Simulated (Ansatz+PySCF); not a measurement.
Results of a calculation; reference values are marked as such.
## Ansatz (development build ahead of 0.2.0) run

```yaml
crystal:
  periodic: [false, false, false]
  atoms:
    - { symbol: Be, position_ang: [0.0, 0.0, -1.78463] }
    - { symbol: O, position_ang: [0.0, 0.0, 0.89231] }
basis:
  gaussian: { orbitals: STO-3G }
magnetization:
  spin_polarized: true
hamiltonian:
  xc: hf
```

The input is written out in the form of the current development build from the run's settings.

Results

```json
{"Converged": "yes", "Total energy": "-88.11471 hartree", "Spin squared of the determinant": "1.279", "Stability test": "minimum", "Occupied orbitals by symmetry in an Abelian subgroup (alpha; beta)": "5 A1 1 B2; 4 A1 1 B1 1 B2"}
```

Caution: another spin multiplicity may lie lower; the unrestricted determinant is a mixture of spin states.
